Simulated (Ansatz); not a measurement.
Isolated molecules relaxed with PBE0-D4/def2-TZVP in Ansatz; ΔE leaves out vibrations. CCSD(T)/CBS adds triple-zeta CCSD(T) − MP2 to the extrapolated MP2 energy (def2 sets, frozen cores). This one scheme is used for every species. DFT in def2-TZVPP. B3LYP here is the variant with VWN-RPA as its local correlation; programs differ in this. One conformer a species, not always the lowest.

Consider the ligand exchange at the Si–C bond: `[OH][Al]([F])[CH2][SiH3]` + `N=CF` → `F/C=N/[SiH3]` + `[CH3][Al]([OH])[F]`.

Question: Is it downhill or uphill in electronic energy at CCSD(T)/CBS, and by how much? (An estimate is asked.)

Answer: The calculation gave: Downhill: ΔE = -38.5 kJ/mol.

Question: What do these levels give: B3LYP-D4, ωB97M-V, B3LYP, MP2/def2-TZVPP, HF/def2-QZVPP, MP2/def2-QZVPP? (An estimate is asked.)

Answer: Ansatz gave: B3LYP-D4 -44.4, ωB97M-V -39.9, B3LYP -47.0, MP2/def2-TZVPP -41.7, HF/def2-QZVPP -50.1, MP2/def2-QZVPP -42.4 kJ/mol.

Largest T1 diagnostic among the species: 0.014.

In def2-TZVPP, CCSD(T) changes the Hartree–Fock value by +12.1 kJ/mol (the triples alone add +0.8 kJ/mol) and MP2 by +8.0 kJ/mol.
